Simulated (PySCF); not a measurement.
A PySCF script (with the pyscf-properties extension) for the NMR shieldings of SMILES CSCC#C[SiH2]Cl, C$_{4}$H$_{7}$ClSSi, on a GFN2-xTB geometry:

```python
import basis_set_exchange as bse
import numpy as np
from pyscf import gto, dft
from pyscf.prop import nmr

atoms = """
C    -2.266819    0.699757   -0.305765
S    -1.991914   -0.781602   -1.314163
C    -0.841440   -1.686640   -0.197776
C     0.373204   -0.944077   -0.002797
C     1.351395   -0.248908    0.124119
Si    2.851247    0.799607    0.349505
Cl    2.352805    2.323337    1.589202
H    -1.307720    1.146755   -0.058975
H    -2.813674    0.434802    0.595539
H    -2.854663    1.383521   -0.908972
H    -0.644995   -2.636497   -0.695983
H    -1.356287   -1.862713    0.749157
H     3.902631    0.009233    0.982794
H     3.245551    1.362952   -0.938008
"""
names = dict.fromkeys(["C", "S", "Si", "Cl", "H"], "pcSseg-1")
basis = {el: gto.basis.parse(bse.get_basis(n, elements=[el], fmt="nwchem")) for el, n in names.items()}
mol = gto.M(atom=atoms, basis=basis, charge=0, verbose=0)
mf = dft.RKS(mol, xc="PBE0")
mf.grids.level = 2
mf.grids.alignment = dft.numint.BLKSIZE   # the property module wants whole blocks of grid points
mf.conv_tol = 1e-9
mf.kernel()

calc = nmr.RKS(mf)   # GIAO
C = mf.mo_coeff
Co = C[:, mf.mo_occ > 0]
resp = mf.gen_response(singlet=True, hermi=2)
def vind(x):   # induced exchange potential for any number of trial vectors
    d = np.einsum("pi,xij,qj->xpq", C, 2 * x.reshape(-1, C.shape[1], Co.shape[1]), Co, optimize=True)
    return np.einsum("xpq,pi,qj->xij", resp(d - d.transpose(0, 2, 1)), C, Co, optimize=True).ravel()
mo1, _ = nmr.rhf.solve_mo1(calc, with_cphf=vind)
sigma = calc.kernel(mo1)
for i, s in enumerate(sigma):   # ppm
    w = np.linalg.eigvalsh((s + s.T) / 2)
    print("%2d %-2s iso %8.1f  s11 %8.1f  s22 %8.1f  s33 %8.1f" % (i, mol.atom_pure_symbol(i), w.mean(), *w))
```

Q: What are the results?

A: 
```
 0 C  iso    167.7  s11    151.7  s22    164.6  s33    186.7
 1 S  iso    503.9  s11    371.2  s22    415.2  s33    725.4
 2 C  iso    159.8  s11    145.2  s22    161.7  s33    172.7
 3 C  iso     72.6  s11    -32.7  s22    -10.8  s33    261.4
 4 C  iso     98.8  s11      8.8  s22     31.5  s33    256.1
 5 Si iso    395.5  s11    372.5  s22    374.1  s33    439.8
 6 Cl iso    990.3  s11    928.5  s22    997.6  s33   1044.8
 7 H  iso     28.9  s11     22.9  s22     28.5  s33     35.4
 8 H  iso     29.6  s11     24.7  s22     27.0  s33     37.2
 9 H  iso     29.7  s11     25.0  s22     26.5  s33     37.7
10 H  iso     28.6  s11     22.4  s22     27.2  s33     36.2
11 H  iso     28.4  s11     22.4  s22     27.9  s33     34.9
12 H  iso     26.4  s11     22.3  s22     24.9  s33     32.2
13 H  iso     26.4  s11     22.5  s22     24.9  s33     31.9
```

These numbers come from an equivalent density-fitted implementation of the same equations, which agrees with the script to about 0.01 ppm for H and up to a few tenths of a ppm for heavy atoms, so last digits may differ.

Q: Turn these shieldings into chemical shifts. Chemical shifts δ = σref − σ; ¹³C (186.93 ppm), ²⁹Si (349.16 ppm), ¹H (31.72 ppm) vs TMS; CS2 for ³³S (503.73 ppm); ³⁵Cl (949.78 ppm) vs HCl, all at this level.

A: Averaging equivalent atoms: C 3: 114.3; C 4: 88.1; C 2: 27.1; C 0: 19.2; S 1: 0; Si 5: -46.3; Cl 6: -41; H 12/13: 5.28; H 10/11: 3.23; H 7/8/9: 2.29 ppm. 

Size and cost of the density-fitted run: 175 basis functions, 24 s wall time on 1 thread of an Arm Neoverse V2, shared host; peak memory 0.79 GiB.
